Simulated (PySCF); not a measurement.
TDDFT excited states: C6H7FOSi

C6H7FOSi.
SMILES with atom numbers: `[OH:1][SiH2:2][c:3]1[cH:4][cH:5][cH:6][c:7]([F:8])[cH:9]1` (hydrogens: H10 on O1; H11, H12 on Si2; H13 on C4; H14 on C5; H15 on C6; H16 on C9)

The calculation used PySCF 2.14.0, density-fitted response routines, TDDFT PBE0/def2-SVPD, vertical, gas phase, core orbitals frozen in the response. Isolated species at its GFN2-xTB geometry (one conformer only). Torsions of this conformer, `[OH:1][SiH2:2][c:3]1[cH:4][cH:5][cH:6][c:7]([F:8])[cH:9]1`: O1–Si2–C3–C4 17°, H–O1–Si2–C3 58°.

Problem. List the vertical singlet excitations with oscillator strengths and describe the spectrum.

Solution. 

| state | E (eV) | λ (nm) | f | main configurations (H = HOMO, L = LUMO) |
| --- | --- | --- | --- | --- |
| S1 | 5.30 | 233.7 | 0.023 | H→L (69%), H-1→L+1 (24%) |
| S2 | 6.00 | 206.8 | 0.055 | H-1→L (54%), H→L+1 (37%) |
| S3 | 6.37 | 194.5 | 0.0059 | H-2→L (95%) |
| S4 | 6.50 | 190.7 | 0.015 | H→L+2 (79%) |
| S5 | 6.70 | 185.0 | 0.302 | H-1→L+2 (37%), H→L+1 (28%), H-1→L (14%) |
| S6 | 6.81 | 181.9 | 0.078 | H-2→L+1 (66%), H-1→L+1 (11%) |

Triplets, Tamm–Dancoff:

```tsv
state	E (eV)	λ (nm)	main configurations (H = HOMO, L = LUMO)
T1	4.07	304.6	H-1→L (44%), H→L+1 (34%), H→L (11%)
T2	4.45	278.4	H→L (83%)
```

The lowest singlet comes at 234 nm (512 kJ/mol) in the ultraviolet; it is weak; its leading configuration is HOMO→LUMO (69%). The most intense listed level is S5 at 6.70 eV (185 nm, f = 0.302), 1.40 eV above S1. Löwdin shares by element: HOMO carbon 54% or more, fluorine 11% (atoms not listed hold the other 35%); LUMO carbon 66% or more (atoms not listed hold the other 34%). Orbital energies (eV): HOMO-3 -9.29, HOMO-2 -8.70, HOMO-1 -7.78, HOMO -7.42, LUMO -0.97, LUMO+1 -0.46, LUMO+2 0.04. The listed states span 1.51 eV, and the widest gap between neighbours is 0.69 eV (S1 to S2). Weighted by f, the mean energy of these states is 6.56 eV. No computed singlet lies in the visible range (380 to 750 nm); the lowest, at 234 nm, stands 2.04 eV above its violet end (3.26 eV). Only the lowest 6 singlets were computed, as vertical energies without vibronic structure.

The run took 56 s of wall time (with the writing of density and orbital grids) on one thread, Arm Neoverse V1 (aarch64), shared host with 32 logical CPUs at a one-minute load of 8.7, and the process peaked at 0.97 GiB of memory.
